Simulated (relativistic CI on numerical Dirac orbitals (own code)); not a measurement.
**What each ingredient does to the levels of Te V**

Base calculation: Dirac-Coulomb-Breit CI, separate exchange-only KLI orbitals for each configuration, QED by a radiative potential, valence Slater integrals scaled by 0.85, P86 correlation energy added to each configuration.

Configurations in the expansion (outside the closed core [Kr]): 4d¹⁰5s², 4d¹⁰5s5p, 4d¹⁰5p², 4d¹⁰5s5d, 4d¹⁰5d², 4d¹⁰5s5f, 4d¹⁰5s5g, 4d¹⁰5p5d, 4d¹⁰4f², 4d¹⁰5s6s, 4d¹⁰5s4f, 4d¹⁰4f5p, 4d¹⁰5s6p, 4d¹⁰5f², 4d¹⁰5s6d, 4d¹⁰5s7s, 4d¹⁰5p5f, 4d⁹5s²4f, 4d¹⁰5g², 4d¹⁰5p6s, 4d¹⁰5s7p, 4d¹⁰5p5g, 4d¹⁰4f5d, 4d¹⁰5s7d, 4d¹⁰5s6f, 4d¹⁰5s8s, 4d⁹5s²5p, 4d¹⁰5d5f, 4d¹⁰4f5f, 4d¹⁰5d5g, 4d¹⁰4f5g. Double excitations out of closed p, d and f shells are left out; levels of such configurations are missing from the list, as are those of other unlisted configurations, and high levels can miss mixing partners. These lack a partner that the ground configuration has and come out too high: 4d⁹5s²4f, 4d⁹5s²5p.

Variants: (1) Slater integrals left unscaled; (2) self-excluded LDA correlation estimate; (3) QED terms removed. Shifts of the energy above 4d¹⁰5s² ¹S0, in cm⁻¹, for the lowest level and the first level of each name with at least 55 % of one term (blank where a level changes its place among those of its configuration and J or its character, or is not in the variant):

| Level | Base | Δ(1) | Δ(2) | Δ(3) | Measured |
| --- | --- | --- | --- | --- | --- |
| 4d¹⁰5s² ¹S0 | 0.0 | 0.0 | 0.0 | 0.0 | 0.0 |
| 4d¹⁰5s5p ³P°0 | 70491.7 | -233.1 | +61.3 | +238.7 |  |
| 4d¹⁰5s5p ³P°1 | 73342.0 | -127.6 | +62.2 | +234.9 |  |
| 4d¹⁰5s5p ³P°2 | 80950.6 | -122.1 | +62.2 | +220.7 |  |
| 4d¹⁰5s5p ¹P°1 | 107808.1 | +3862.0 | +88.3 | +228.0 | 111707.0 |
| 4d¹⁰5p² ³P0 | 174013.2 | +916.4 | +215.4 | +494.9 | 176248.0 |
| 4d¹⁰5p² ¹D2 | 178584.7 | -511.8 | +334.2 | +444.3 | 182797.0 |
| 4d¹⁰5p² ³P1 | 179698.6 | +605.6 | +214.9 | +482.5 | 182419.0 |
| 4d¹⁰5p² ³P2 | 188696.2 | +248.0 | +269.0 | +449.0 | 192592.0 |
| 4d¹⁰5s5d ³D1 | 211808.2 | +1027.4 | +992.2 | +232.5 | 215612.0 |
| 4d¹⁰5p² ¹S0 | 212041.1 | +5016.3 | +230.9 | +459.6 |  |
| 4d¹⁰5s5d ³D2 | 212291.0 | +1032.2 | +991.6 | +231.3 | 216137.0 |
| 4d¹⁰5s5d ³D3 | 213069.1 | +1033.7 | +991.9 | +228.9 | 216989.0 |
| 4d¹⁰5s5d ¹D2 | 229405.1 | +4211.3 | +843.8 | +285.8 |  |

At this charge configurations can still be misplaced by up to about 7 % of their energy. Levels and lines within the n = 5 or 6 shells can be off by up to 10 % or somewhat more, and those that change n by about 2 %, since core polarisation is missing. 9 of the 9 excited levels that our extract of the measured tables holds in this range could be paired (the sources list more); they are missed by 3642 cm⁻¹ on average and 4243 at most, and levels without a partner can miss by more.

Measured levels: Moore, Atomic Energy Levels, vol. III, NSRDS-NBS 35 (1971 reprint of NBS Circular 467, 1958).

Ionisation energy from the two ground configurations alone: base 57.25 eV; self-excluded LDA correlation estimate 57.62 eV; QED terms removed 57.27 eV. The NIST ASD value (measured) is 59.3 eV. The gap of more than 2 % comes from missing correlation.

LS names give the leading component of a level, which can be under half, so a name can repeat, a term be missing and a line seem to break the LS rules.
